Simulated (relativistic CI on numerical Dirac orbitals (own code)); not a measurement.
What each ingredient does to the levels of Mo16+

Base calculation: Dirac-Coulomb-Breit CI, orbitals from a KLI potential per configuration, model QED, unscaled Slater integrals.

CI space (outside the closed core [Ne]): 3s²3p⁶3d⁸, 3s²3p⁵3d⁹, 3s²3p⁴3d¹⁰, 3s3p⁶3d⁹, 3p⁶3d¹⁰, 3s²3p⁶3d⁷4s, 3s²3p⁶3d⁷4p, 3s3p⁵3d¹⁰, 3s²3p⁶3d⁷4d, 3s²3p⁶3d⁶4s², 3s²3p⁶3d⁷4f, 3s²3p⁶3d⁶4s4p, 3s²3p⁵3d⁸4s, 3s²3p⁴3d⁹4s, 3s²3p⁶3d⁷5s, 3s²3p⁶3d⁶4p², 3s²3p⁶3d⁷5p, 3s²3p⁵3d⁸4p, 3s²3p⁶3d⁶4s4d, 3s²3p⁴3d⁹4p, 3s²3p⁶3d⁷5d, 3s²3p⁶3d⁶4p4d, 3s²3p⁶3d⁷5f, 3s²3p⁴3d⁹4d, 3s²3p⁶3d⁷5g, 3s²3p⁵3d⁸4d, 3s3p⁵3d⁹4s, 3s²3p⁵3d⁷4s², 3s3p⁶3d⁸4s, 3s²3p⁶3d⁷6s, 3s²3p⁶3d⁶4d², 3s²3p⁶3d⁷6p, 3s3p⁵3d⁹4p, 3s²3p⁵3d⁷4s4p, 3s²3p⁶3d⁷6d, 3s3p⁶3d⁸4p. Levels of other configurations are missing.

Variants: (1) valence Slater integrals scaled by 0.9; (2) configuration mixing switched off. Shifts of the energy above 3s²3p⁶3d⁸ ³F4, in cm⁻¹, for the lowest level and the first level of each name with at least 55 % of one term (blank where a level changes its place among those of its configuration and J or its character, or is not in the variant):

```tsv
Level	Base	Δ(1)	Δ(2)
3s²3p⁶3d⁸ ³F4	0	0	0
3s²3p⁶3d⁸ ³F3	24098	+105	+1
3s²3p⁶3d⁸ ³F2	27222	-1567	+1907
3s²3p⁶3d⁸ ³P0	70037	-5083	+4375
3s²3p⁶3d⁸ ³P1	72122	-4393	+3502
3s²3p⁶3d⁸ ¹G4	86236	-6407	-137
3s²3p⁶3d⁸ ¹S0	176382	-12690	+15466
3s²3p⁵3d⁹ ³F°4	1273965	+4637	+1394
3s²3p⁵3d⁹ ¹D°2	1297026	+3479	+4413
3s²3p⁵3d⁹ ³F°3	1326450	+2334	+3211
3s²3p⁵3d⁹ ³P°1	1372713	-2703	+8672
3s²3p⁵3d⁹ ³P°0	1377029	-2457	+8334
3s²3p⁵3d⁹ ³D°3	1393128	-3282	+7450
3s²3p⁵3d⁹ ³D°1	1414606	-6177	+12941
3s²3p⁵3d⁹ ³F°2	1459503	+2875	+3869
3s²3p⁵3d⁹ ¹F°3	1576130	-14104	+8580
3s²3p⁵3d⁹ ¹P°1	1584968	-9325	+18808
3s²3p⁶3d⁷4s ⁵F5	2010653	+4485	+2998
3s²3p⁶3d⁷4s ⁵F4	2022710	+3721	+2973
3s²3p⁶3d⁷4s ⁵F3	2037185	+4384	+3189
3s²3p⁶3d⁷4s ³F4	2039880	+3233	+2822
3s²3p⁶3d⁷4s ⁵F2	2043845	+3959	+3696
```

At this charge energies of transitions that change n are usually good to better than 1 %, and those within a shell (Δn = 0) to a few per cent. Terms inside the open d or f shell come out 10 to 20 % too wide with unscaled integrals.

Ionisation energy from the two ground configurations alone: base 645.702 eV; valence Slater integrals scaled by 0.9 646.095 eV. The NIST ASD value (theoretical) is 646 eV.

LS names give the leading component of a level, which can be under half, so a name can repeat, a term be missing and a line seem to break the LS rules.
